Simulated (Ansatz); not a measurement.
Basis-set extrapolation for `C#CSB[SiH2]C` (PBE0-D4/def2-TZVP geometry, frozen core, the Gaussian-basis code of Ansatz). Multiplicity 1, RHF reference.

|  | def2-TZVPP | def2-QZVPP |
| --- | --- | --- |
| HF | -828.808076 | -828.834302 |
| MP2 correlation | -0.908162 | -0.969066 |
| CCSD(T) correlation | -1.005588 | not run |

Energies in hartree. Use E(X) = E(∞) + A·exp(−7.88·√X) for Hartree–Fock and E(X) = E(∞) + B·X^(−2.97) for correlation, with X = 3 and 4, and add CCSD(T) minus MP2 of the smaller set to the MP2 limit.

Problem. What is the CCSD(T) energy at the basis-set limit?

Solution. HF limit: -828.834302 + (-0.026226) × 0.13774 = -828.83791. MP2 limit: -0.969066 + (-0.060904) × 0.74074 = -1.01418. Higher-order term: -1.005588 − (-0.908162) = -0.09743. Total: -829.94952 hartree, 3.70 eV below CCSD(T)/def2-TZVPP.
